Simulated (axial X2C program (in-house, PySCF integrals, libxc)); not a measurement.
# Potential curves of InTe, two-component

Computed with an axial X2C code built on PySCF integrals. Two-component (2c) means X2C with spin–orbit coupling and atomic mean-field two-electron Coulomb and Gaunt terms. Basis: Te dyall-cv3z [11s12p8d4f1g], In dyall-cv3z [11s12p9d4f1g] (cores contracted in-house); Gaussian nuclei, density fitting, unrestricted open shells. Masses: Te 129.906 u, In 114.904 u.

State: Ω = 3/2 (⟨Sz⟩ = 0.50, ⟨Lz⟩ = 1.00 at HF). Energies in eV from the fragments at the same level (Te + In). Fits are polynomials in 1 − R0/R over 0.85 to 1.23 times the lowest point R0.

| R (Å) | CCSD(T) | MP2 | CCSD |
| --- | --- | --- | --- |
| 2.4812 |  | -1.5313 |  |
| 2.5953 | -1.9071 | -1.9182 | -1.8138 |
| 2.6809 | -2.0795 | -2.0870 | -1.9848 |
| 2.7664 | -2.1746 | -2.1785 | -2.0786 |
| 2.8520 | -2.2107 | -2.2110 | -2.1135 |
| 2.9518 | -2.1969 | -2.1931 | -2.0984 |
| 3.0516 | -2.1391 | -2.1311 | -2.0396 |
| 3.1800 | -2.0208 | -2.0071 | -1.9200 |
| 3.3368 |  | -1.8128 |  |
| 3.5650 |  | -1.4739 |  |

Correlated methods: 9 electrons correlated (number of frozen shells: Te 4 s, 3 p, 2 d; In 4 s, 3 p, 2 d), 309 virtual spin orbitals or spinors in MP2, 110 natural virtuals in coupled cluster.

The state is a single determinant with fixed occupations, the lowest that a limited PBE0 search found. Dissociation energies refer to the lowest single-determinant-based atoms at the same level and basis. Coupled cluster ran in a truncated set of natural virtual spinors; the MP2 energy of the rest was added. (T) has no such correction and the atoms are truncated less, which lowers De at CCSD(T) by a hundredth of an eV or more. PBE0 can misorder states that lie within some tenths of an eV, so this need not be the ground state of the molecule. The nearest other 2c determinant of the search, Ω = 1/2, lies 0.24 eV up at the distance of the search. With the outer-core shells frozen, correlated bond lengths of heavy atoms tend to come out a few hundredths of an ångström too long. Coupled cluster ran on the points near the minimum only. MP2 and coupled cluster on one determinant become unreliable at the stretched end.

Question: Fit the CCSD(T) curve near its minimum: give the equilibrium distance, the harmonic wavenumber and the well depth.

Answer: At CCSD(T), 2c: Re = 2.875 Å, ωe ≈ 159 cm⁻¹, De = 2.21 eV to Te + In; Be follows as 0.0334 cm⁻¹.

Question: What are Re, ωe and De at the MP2 level?

Answer: At MP2, 2c: Re = 2.868 Å, ωe ≈ 161 cm⁻¹, De = 2.21 eV to Te + In; Be follows as 0.0336 cm⁻¹.

Question: What are Re, ωe and De at the CCSD level?

Answer: At CCSD, 2c: Re = 2.873 Å, ωe ≈ 159 cm⁻¹, De = 2.11 eV to Te + In; Be follows as 0.0335 cm⁻¹.
